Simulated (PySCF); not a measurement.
Calculation: PBE-D3(BJ)/def2-TZVP // PBE-D3(BJ)/def2-SVP (PySCF). Isolated molecules, 0 K electronic values unless said otherwise. 

Reference species (SMILES): `C#Cc1cccc(C(F)(F)F)c1` (neutral, multiplicity 1).

```json
{
 "HOMO": "-6.29 eV",
 "HOMO–LUMO gap": "3.84 eV",
 "LUMO": "-2.45 eV"
}
```

Changed species: `C#Cc1ccccc1C(F)(F)F`.

**Question.** What does the change do to the HOMO, HOMO–LUMO gap and LUMO?

**Answer.** the HOMO increases by 0.05 eV, to -6.24 eV; the HOMO–LUMO gap drops by 0.10 eV, to 3.74 eV; the LUMO drops by 0.05 eV, to -2.50 eV.
